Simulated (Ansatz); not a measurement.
Si₁₉H₂₈, a nanocrystal cut from cubic silicon. The state is a singlet with charge 0. Geometry PBE-D4/def2-SVP; atoms count from 1.

```
atom   x (Å)   y (Å)   z (Å)
 Si1   3.149   1.925   1.660
 Si2  -0.303   3.147   2.526
 Si3   3.724  -0.125  -1.579
 Si4   0.214   1.039  -0.620
 Si5   0.831  -0.890  -3.859
 Si6   1.037  -2.697  -0.411
 Si7  -2.725   0.370  -2.969
 Si8   0.467  -0.664   2.803
 Si9  -2.491  -1.446   0.473
Si10  -3.282   2.360   0.174
Si11   4.562   0.396   0.560
Si12   0.873   1.321   1.616
Si13  -2.645   2.950   2.364
Si14   1.628  -2.487   1.861
Si15   1.443  -0.708  -1.593
Si16  -2.078   0.541  -0.711
Si17  -1.479  -1.204  -4.201
Si18  -1.255  -3.249  -0.409
Si19  -1.810  -1.268   2.723
 H20   3.600   2.117   3.087
 H21   3.270   3.254   0.954
 H22   0.110   4.374   1.748
 H23   0.103   3.352   3.964
 H24   3.873   1.105  -2.443
 H25   4.539  -1.230  -2.203
 H26   0.476   2.319  -1.382
 H27   1.224   0.403  -4.531
 H28   1.609  -2.006  -4.512
 H29   1.831  -3.817  -1.043
 H30  -2.504   1.725  -3.598
 H31  -4.197   0.053  -3.057
 H32   0.894  -0.474   4.241
 H33  -3.968  -1.760   0.410
 H34  -3.013   3.548  -0.718
 H35  -4.762   2.069   0.124
 H36   5.934   1.011   0.414
 H37   4.703  -0.859   1.379
 H38  -3.276   4.275   2.721
 H39  -3.145   1.922   3.342
 H40   3.117  -2.337   2.031
 H41   1.198  -3.744   2.580
 H42  -1.875  -2.600  -3.805
 H43  -1.786  -1.033  -5.670
 H44  -1.733  -3.621  -1.789
 H45  -1.452  -4.444   0.494
 H46  -2.667  -0.287   3.481
 H47  -1.963  -2.624   3.372
```

Single mean-field runs in def2-TZVP are fitted with def2-universal-jkfit.

Question: Estimate the Mulliken populations of the heavy atoms from the PBE0/def2-TZVP orbitals of Ansatz.

Answer: 
```csv
atom,charge (e)
Si1,-0.01
Si2,-0.01
Si3,-0.01
Si4,-0.01
Si5,-0.01
Si6,0.01
Si7,-0.01
Si8,0.01
Si9,0.01
Si10,-0.01
Si11,-0.01
Si12,-0.01
Si13,-0.01
Si14,-0.02
Si15,-0.01
Si16,-0.01
Si17,-0.01
Si18,-0.02
Si19,-0.02
```
Mulliken values depend strongly on the basis.

Question: And the Mayer bond orders between heavy atoms (over 0.3)?

Answer: Si1–Si11 0.95 (2.36 Å); Si1–Si12 0.94 (2.35 Å); Si2–Si12 0.94 (2.35 Å); Si2–Si13 0.95 (2.36 Å); Si3–Si11 0.95 (2.36 Å); Si3–Si15 0.94 (2.35 Å); Si4–Si12 0.91 (2.35 Å); Si4–Si15 0.91 (2.35 Å); Si4–Si16 0.91 (2.35 Å); Si5–Si15 0.94 (2.35 Å); Si5–Si17 0.95 (2.36 Å); Si6–Si14 0.94 (2.36 Å); Si6–Si15 0.92 (2.35 Å); Si6–Si18 0.94 (2.36 Å); Si7–Si16 0.94 (2.35 Å); Si7–Si17 0.95 (2.36 Å); Si8–Si12 0.92 (2.35 Å); Si8–Si14 0.94 (2.36 Å); Si8–Si19 0.94 (2.36 Å); Si9–Si16 0.92 (2.35 Å); Si9–Si18 0.94 (2.36 Å); Si9–Si19 0.94 (2.36 Å); Si10–Si13 0.95 (2.36 Å); Si10–Si16 0.94 (2.35 Å).
